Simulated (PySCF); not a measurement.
C4H9FO. Atoms are numbered in the order given.

```xyz
15

C      2.4308    -0.5274    -0.3242
O      1.0522    -0.3038    -0.4767
C      0.3980    -0.0487     0.7416
C     -1.0755     0.2470     0.4968
C     -1.7643    -0.7660    -0.4013
F     -1.1955     1.5164    -0.0777
H      2.9543     0.3544     0.1212
H      2.8559    -0.7185    -1.3288
H      2.6462    -1.4114     0.3267
H      0.8518     0.8279     1.2687
H      0.4791    -0.9251     1.4371
H     -1.5740     0.2888     1.4940
H     -2.8174    -0.4703    -0.5713
H     -1.2379    -0.8184    -1.3729
H     -1.7501    -1.7735     0.0607
```

Geometry: PBE-D3(BJ)/def2-SVP. The values are those of a single conformer.

All values below come from PBE/def2-TZVP (PySCF).

ESP charges are fitted to the potential on shells at 1.4 to 2.0 van der Waals radii. Atomic charges (e):

```
atom  ESP fit    IAO
----  -------  -----
C1      -0.42  -0.21
O2      -0.08  -0.36
C3        [?]  -0.07
C4       0.35   0.18
C5        [?]  -0.44
F6        [?]  -0.33
H7        [?]   0.12
H8        [?]   0.16
H9        [?]   0.12
H10      0.09   0.12
H11      0.09   0.11
H12       [?]   0.13
H13      0.14   0.15
H14      0.12   0.16
H15      0.13   0.15
```

Complete the blanks. (Estimate from the structure and the level; the computed values follow.)


- C3, ESP fit: -0.16
- C5, ESP fit: -0.46
- F6, ESP fit: -0.25
- H7, ESP fit: 0.15
- H8, ESP fit: 0.17
- H9, ESP fit: 0.14
- H12, ESP fit: 0.02

Computed Mayer and Wiberg (Löwdin basis) orders of the bonds:
```json
[
 {"bond": "C1–O2", "Mayer": "1.02", "Wiberg": "1.54"},
 {"bond": "O2–C3", "Mayer": "1.02", "Wiberg": "1.49"},
 {"bond": "C3–C4", "Mayer": "1.01", "Wiberg": "1.22"},
 {"bond": "C4–C5", "Mayer": "1.01", "Wiberg": "1.28"},
 {"bond": "C4–F6", "Mayer": "1.05", "Wiberg": "1.60"},
 {"bond": "C1–H7", "Mayer": "0.96", "Wiberg": "0.93"},
 {"bond": "C1–H8", "Mayer": "0.97", "Wiberg": "0.93"},
 {"bond": "C1–H9", "Mayer": "0.96", "Wiberg": "0.93"},
 {"bond": "C3–H10", "Mayer": "0.94", "Wiberg": "0.86"},
 {"bond": "C3–H11", "Mayer": "0.92", "Wiberg": "0.85"},
 {"bond": "C4–H12", "Mayer": "0.94", "Wiberg": "0.82"},
 {"bond": "C5–H13", "Mayer": "0.96", "Wiberg": "0.90"},
 {"bond": "C5–H14", "Mayer": "0.96", "Wiberg": "0.89"},
 {"bond": "C5–H15", "Mayer": "0.95", "Wiberg": "0.89"}
]
```
